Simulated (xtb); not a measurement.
3-fluorobuta-1,2-diene (C₄H₅F), SMILES C=C=C(C)F. All values are semi-empirical tight-binding results from xtb (GFN2-xTB unless named), good for trends rather than for accurate numbers. The structure is a stationary point at GFN2-xTB.

Computed properties:
The point group as xtb finds it comes out as Cs and the orbital gap comes out as 4.62 eV. The dipole moment is 2.42 D, the zero-point energy is 46.7 kcal/mol and the G − E(el) at 298.15 K (modified RRHO) comes out as 28.5 kcal/mol. The static polarisability (D4 model) is 48.6 bohr³ and the solvation energy, GFN2-xTB/ALPB(water) comes out as -2.7 kcal/mol. The solvation energy, GFN2-xTB/ALPB(octanol) is -4.6 kcal/mol.

Computed IR lines (harmonic; lines under 4 % of the strongest left out, lines within 3 cm⁻¹ merged):
ν (cm⁻¹): 559 (w), 777 (m), 882 (m), 982 (w), 1036 (w), 1150 (vs), 1313 (m), 1387 (w), 1447 (m), 1477 (w), 3006 (w), 3019 (w), 3064 (m), 3069 (w) (against the strongest line: vs over 80 %, s over 45 %, m over 15 %, w over 4 %, vw less)
